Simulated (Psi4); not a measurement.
CH$_{3}$AlF$_{2}$, charge +1, doublet, geometry from GFN2-xTB (such geometries of metal compounds can be far from the true shape) (a state made from the parent by changing its charge; the spin is typed, not shown lowest); Psi4 1.11 with PBE/STO-3G.

Here is a job for Psi4.
```
memory 2 GB

molecule {
1 2
Al    0.16582743    0.13326291    0.00530415
C    -1.49424149   -1.15936547   -0.06057599
H    -1.15408154   -1.98388762   -0.70042866
H    -2.28282133   -0.52474443   -0.48523813
H    -1.63358931   -1.45251016    0.98807008
F    -0.15547099    1.61363510   -0.57832043
F     1.47549151   -0.59308873    0.63299806
}

set {
  basis sto-3g
  reference uks
}

energy('pbe')
print_variables()
```

### Question
What does Psi4 print? Leave out banner, timings and long lists.

### Answer

```
   => Loading Basis Set <=

    Name: STO-3G
    Role: ORBITAL
    Keyword: BASIS

         ---------------------------------------------------------
                                   SCF
               by Justin Turney, Rob Parrish, Andy Simmonett
                          and Daniel G. A. Smith
                              UKS Reference
         ---------------------------------------------------------

  ==> Geometry <==

    Molecular point group: c1
    Full point group: C1

    Geometry (in Angstrom), charge = 1, multiplicity = 2:

       Center              X                  Y                   Z               Mass
    ------------   -----------------  -----------------  -----------------  -----------------
         AL           0.084435601751     0.069766031905     0.002106135307    26.981538530000
         C           -1.575633318249    -1.222862348095    -0.063774004693    12.000000000000
         H           -1.235473368249    -2.047384498095    -0.703626674693     1.007825032230
         H           -2.364213158249    -0.588241308095    -0.488436144693     1.007825032230
         H           -1.714981138249    -1.516007038095     0.984872065307     1.007825032230
         F           -0.236862818249     1.550138221905    -0.581518444693    18.998403162730
         F            1.394099681751    -0.656585608095     0.629800045307    18.998403162730

  Running in c1 symmetry.

  Rotational constants: A =      0.19769  B =      0.18928  C =      0.09861 [cm^-1]
  Rotational constants: A =   5926.47230  B =   5674.40390  C =   2956.32888 [MHz]
  Nuclear repulsion =  154.303791416082845

  Charge       = 1
  Multiplicity = 2
  Electrons    = 39
  Nalpha       = 20
  Nbeta        = 19

  ==> Algorithm <==

  SCF Algorithm Type is DF.
  DIIS enabled.
  MOM disabled.
  Fractional occupation disabled.
  Guess Type is SAD.
  Energy threshold   = 1.00e-06
  Density threshold  = 1.00e-06
  Integral threshold = 1.00e-12

  ==> Primary Basis <==

  Basis Set: STO-3G
    Blend: STO-3G
    Number of shells: 17
    Number of basis functions: 27
    Number of Cartesian functions: 27
    Spherical Harmonics?: true
    Max angular momentum: 1

  ==> DFT Potential <==

   => LibXC <=

    Version 7.1.2
    S. Lehtola, C. Steigemann, M. J. T. Oliveira, and M. A. L. Marques,  SoftwareX 7, 1–5 (2018) (10.1016/j.softx.2017.11.002)

   => Composite Functional: PBE <=

    PBE GGA Exchange-Correlation Functional

[...]
      Ntotal   =   39.0000227423 ; deviation = 2.274e-05

   @Spin Contamination Metric:   3.623874647E-03
   @S^2 Expected:                7.500000000E-01
   @S^2 Observed:                7.536238746E-01
   @S   Expected:                5.000000000E-01
   @S   Observed:                5.000000000E-01

    Orbital Energies [Eh]
    ---------------------

    Alpha Occupied:

[...]
    Alpha Virtual:

[...]
      27A      0.213586

    Beta Occupied:

[...]
      19A     -0.416503

    Beta Virtual:

[...]
    Final Occupation by Irrep:
              A
    DOCC [    19 ]
    SOCC [     1 ]
    NA   [    20 ]
    NB   [    19 ]

  @DF-UKS Final Energy:  -475.16451852623902

   => Energetics <=

    Nuclear Repulsion Energy =            154.3037914160828450
    One-Electron Energy =                -960.6634107238799061
    Two-Electron Energy =                 376.7353764419833624
    DFT Exchange-Correlation Energy =     -45.5402756604253014
    Empirical Dispersion Energy =           0.0000000000000000
    VV10 Nonlocal Energy =                  0.0000000000000000
    Total Energy =                       -475.1645185262390214

  UHF NO Occupations:
  HONO-2 :   18  A 1.9998358
  HONO-1 :   19  A 1.9986562
  HONO-0 :   20  A 1.0000000
  LUNO+0 :   21  A 0.0013438
  LUNO+1 :   22  A 0.0001642
  LUNO+2 :   23  A 0.0001250
  LUNO+3 :   24  A 0.0000597

Computation Completed

Properties will be evaluated at   0.000000,   0.000000,   0.000000 [a0]

Properties computed using the SCF density matrix

 Multipole Moments:

 ------------------------------------------------------------------------------------
     Multipole            Electronic (a.u.)      Nuclear  (a.u.)        Total (a.u.)
 ------------------------------------------------------------------------------------

 L = 1.  Multiply by 2.5417464519 to convert [e a0] to [Debye]
 Dipole X            :          5.7123396           -6.1523303           -0.4399907
 Dipole Y            :          4.4559989           -4.7996681           -0.3436693
 Dipole Z            :          0.2247351           -0.2417349           -0.0169998
 Magnitude           :                                                    0.5585601

 ------------------------------------------------------------------------------------

  Variable Map:
  ----------------------------------------------------------------------------
[...]
  Array Variable Map:
  ----------------------------------------------------------------------------
[...]
[...]
```
